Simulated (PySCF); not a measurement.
An unknown gives this computed stick spectrum. Theory: TDDFT PBE0/def2-SVPD, vertical, gas phase, core orbitals frozen in the response in PySCF. Geometries: GFN2-xTB, one conformer each.

```
state  E (eV)       f  main configurations (H = HOMO, L = LUMO)
   S1    6.06  0.0057                    H→L (82%), H→L+1 (15%)
   S2    6.21   0.089       H→L+1 (72%), H→L+2 (16%), H→L (10%)
   S3    6.32   0.060                  H→L+2 (79%), H→L+1 (10%)
   S4    6.66   0.122                               H→L+3 (91%)
   S5    7.04   0.067                               H→L+4 (92%)
   S6    7.21   0.047                               H-1→L (83%)
```

Triplets computed (Tamm–Dancoff): 5.23, 5.52 eV.

Orbital energies (eV): HOMO-3 -8.82, HOMO-2 -8.57, HOMO-1 -7.66, HOMO -6.18, LUMO 0.79, LUMO+1 1.01, LUMO+2 1.09.

Task: Which candidate is it?
A. `O=C1CCCN1`
B. `c1ccccc1`
C. `COCCP(C)C`
D. `C1C=CC(C=1)=C`

Result: C. Its S1, at 6.06 eV, is the highest among the candidates; the nearest of the others has S1 at 5.75 eV. S1 is HOMO→LUMO (82%), HOMO→LUMO+1 (15%). Löwdin shares by element: HOMO phosphorus 58%, carbon 28% or more; LUMO carbon 40% or more, hydrogen 9% or more (atoms not listed hold the other 51%). At the same level the other candidates give, for their lowest levels:
- `C=C1C=CC=C1`: 3.34 eV (f 0.008); 5.42 eV (f 0.378); 6.14 eV (f 0.000); 6.38 eV (f 0.000); 6.87 eV (f 0.000); T1 2.23 eV; HOMO -6.40, LUMO -1.96 eV
- `c1ccccc1`: 5.59 eV (f 0.000); 6.30 eV (f 0.000); 7.26 eV (f 0.004 summed over 2 states); 7.27 eV (f 1.208 summed over 2 states); 7.76 eV (f 0.000); T1 4.19 eV; HOMO -7.36, LUMO -0.20 eV
- `O=C1CCCN1`: 5.75 eV (f 0.000); 6.61 eV (f 0.003); 6.77 eV (f 0.008); 7.22 eV (f 0.133); 7.49 eV (f 0.042); T1 5.26 eV; HOMO -7.17, LUMO 0.50 eV

Conformer computed: `[CH3:1][O:2][CH2:3][CH2:4][P:5]([CH3:6])[CH3:7]`: C1–O2–C3–C4 172°, O2–C3–C4–P5 -41°, C3–C4–P5–C6 97°.
